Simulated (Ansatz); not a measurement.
B2F2H6N2, SMILES `F[B@H-]1[NH2+][B@@H-](F)[NH2+]1` at its PBE0-D4/def2-TZVP geometry, where that method's forces vanish. Charge 0, multiplicity 1.

```xyz
12

F     1.1732   -0.2978    1.8343
B     0.4842   -0.7028    0.7135
N    -0.9534   -0.0107    0.6300
B    -0.5421    0.5228   -0.8187
F    -0.6602    1.8918   -0.9028
N     0.9759    0.0807   -0.5891
H     0.4214   -1.8928    0.5249
H    -1.7592   -0.6172    0.6847
H    -1.0610    0.7414    1.3037
H    -1.0675   -0.1147   -1.6980
H     1.5786    0.8664   -0.3644
H     1.4102   -0.4671   -1.3181
```

Question: What forces (eV/Å) does r2SCAN-D4/def2-TZVPP give on these atoms in Ansatz 0.2.0? (An estimate is asked.)

Answer: Ansatz gave: 
```
F1   0.049  0.050  0.082
B2   0.026 -0.203  0.027
N3  -0.134  0.007  0.096
B4  -0.106 -0.045 -0.171
F5   0.001  0.107  0.010
N6   0.142  0.020 -0.080
H7  -0.001  0.020 -0.001
H8  -0.023  0.004  0.018
H9  -0.013  0.012  0.018
H10  0.010  0.006  0.016
H11  0.021  0.014 -0.003
H12  0.026  0.006 -0.013
```
